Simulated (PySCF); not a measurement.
Cl3Y, charge +1, doublet, geometry from GFN2-xTB (such geometries of metal compounds can be far from the true shape) (the multiplicity is a formal guess) (core potentials on Y). Base run: PySCF with HF/def2-SV(P).

PySCF was given this input:
```python
from pyscf import gto, scf

mol = gto.Mole()
mol.atom = '''
    Y     0.27188684    0.69872193    0.42992266
    Cl    1.62680609   -0.89796699   -0.89804286
    Cl   -0.88335792   -1.29797139    1.33950469
    Cl   -1.36718856    0.59298806   -1.42775500
'''
mol.basis = 'def2-sv(p)'
mol.ecp = {'Y': 'def2-sv(p)'}
mol.charge = 1
mol.spin = 1
mol.verbose = 4
mol.build()

mf = scf.UHF(mol)
mf.kernel()
```

Variants of this job, named by their change:

```csv
change,basis functions,E (Eh),HOMO (eV)
base,78,-1415.80414,-14.95
basis = cc-pVTZ-DK; relativity = spin-free X2C (without mol.ecp = {'Y': 'def2-sv(p)'}),179,-4765.61159,-14.78
basis = x2c-SVPall; relativity = spin-free X2C (without mol.ecp = {'Y': 'def2-sv(p)'}),107,-4764.84213,-14.93
basis = jorge-DZP-DKH; relativity = spin-free X2C; nucleus = Gaussian (with mol.nucmod = 'G'; without mol.ecp = {'Y': 'def2-sv(p)'}),120,-4765.34195,-14.89
basis = cc-pVTZ-DK; relativity = spin-free X2C; nucleus = Gaussian (with mol.nucmod = 'G'; without mol.ecp = {'Y': 'def2-sv(p)'}),179,-4765.56791,-14.78
basis = x2c-SVPall; relativity = spin-free X2C; nucleus = Gaussian (with mol.nucmod = 'G'; without mol.ecp = {'Y': 'def2-sv(p)'}),107,-4764.81061,-14.93
basis = jorge-DZP-DKH; relativity = spin-free X2C (without mol.ecp = {'Y': 'def2-sv(p)'}),120,-4765.37782,-14.89
basis = x2c-SVPall; relativity = none (without mol.ecp = {'Y': 'def2-sv(p)'}),107,-4679.23475,-14.95
basis = jorge-DZP-DKH; relativity = none (without mol.ecp = {'Y': 'def2-sv(p)'}),120,-4692.59445,-14.91
basis = cc-pVTZ-DK; relativity = none (without mol.ecp = {'Y': 'def2-sv(p)'}),179,-4667.82373,-14.81
```

Totals shift with the method and basis; they matter in differences.

Open shells are given as the SCF converged; they aren't shown to be the lowest states, and a large step between rows can be another state.

Basis sets contracted for a relativistic Hamiltonian are a mismatch without it, so the rows without relativity aren't non-relativistic limits. No row has spin-orbit coupling; sets with core potentials leave out the core electrons.
